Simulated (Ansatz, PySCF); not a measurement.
Process, species as SMILES: NB(N)Cl -> [NH]B(N)Cl + H atom (the H-N bond at the site shown breaks; other sites are not compared here)
Each molecule is optimised on its own at B3LYP-D3(BJ)/def2-TZVP (Ansatz, an electronic-structure program), one conformer each, not searched for the lowest.
Geometry of the first species:
```
B
N 1 1.4059
H 2 1.0036 1 121.99
H 2 1.0049 3 114.39 1 -180.00
N 1 1.4059 2 124.59 3 -180.00
H 5 1.0036 1 121.99 2 -180.00
H 5 1.0049 6 114.39 1 -180.00
Cl 1 1.8010 2 117.71 3 0.00
```
Charge 0, spin multiplicity 1.

Property: bond dissociation energy (electronic energy difference), in kJ/mol. Correlated levels leave the core frozen unless marked. Open shells are spin-unrestricted. Spin-orbit coupling is left out. Non-relativistic. CBS marks a two-point X^-3 extrapolation of the correlation energy; Hartree-Fock from the larger set. [CCSD(T)-MP2]/basis is that difference in the basis named.

| level | program | bond dissociation energy (kJ/mol) | minus last row |
|---|---|---|---|
| B3LYP/def2-TZVPD | Ansatz | 495.0 | -20.0 |
| PBE0/STO-3G | Ansatz | 561.6 | 46.6 |
| PBE0-D3(BJ)/def2-TZVP | Ansatz + dftd3 | 493.1 | -21.9 |
| TPSSh-D4/def2-TZVPD | PySCF + dftd4 | 492.1 | -22.9 |
| M06-2X/def2-TZVPD | PySCF | 509.0 | -6.0 |
| CCSD(T)/aug-cc-pV(T+d)Z | Ansatz | 506.1 | -8.9 |
| RI-MP2/CBS(aug-cc-pV(T+d)Z,aug-cc-pV(Q+d)Z)+[CCSD(T)-MP2]/aug-cc-pV(T+d)Z | Ansatz | 515.0 | 0.0 |
